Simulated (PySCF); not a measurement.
C3H6F2Si, SMILES F[SiH2]C1(F)CC1. The structure is a stationary point at B3LYP-D3(BJ)/def2-SVP. The structure was generated by enumeration, and PubChem lists no compound with its InChIKey, so it may never have been made. The values are those of a single conformer.

Give the equilibrium geometry at B3LYP-D3(BJ)/def2-SVP (PySCF confirms it by a frequency run) as bond lengths and angles, and its point group. (An estimate is asked for; the answer gives what the named calculation found.)

This is not unique; one that fits is point group Cs.
Atoms: F1 Si2 C3 F4 C5 C6 H7 H8 H9 H10 H11 H12. Bond lengths (Å): F1–Si2 1.634, Si2–C3 1.873, Si2–H7 1.485, Si2–H8 1.485, C3–F4 1.386, C3–C5 1.504, C3–C6 1.504, C5–C6 1.507, C5–H9 1.094, C5–H10 1.093, C6–H11 1.094, C6–H12 1.093. Angles (°): F1–Si2–C3 105.2, F1–Si2–H7 108.6, F1–Si2–H8 108.6, C3–Si2–H7 111.5, C3–Si2–H8 111.5, H7–Si2–H8 111.2, Si2–C3–F4 111.5, Si2–C3–C5 122.6, Si2–C3–C6 122.6, F4–C3–C5 115.7, F4–C3–C6 115.7, C5–C3–C6 60.1, C3–C5–C6 59.9, C3–C5–H9 118.6, C3–C5–H10 115.3, C6–C5–H9 119.1, C6–C5–H10 117.5, H9–C5–H10 115.3, C3–C6–C5 59.9, C3–C6–H11 118.6, C3–C6–H12 115.3, C5–C6–H11 119.1, C5–C6–H12 117.5, H11–C6–H12 115.3.
Charge 0, spin multiplicity 1.
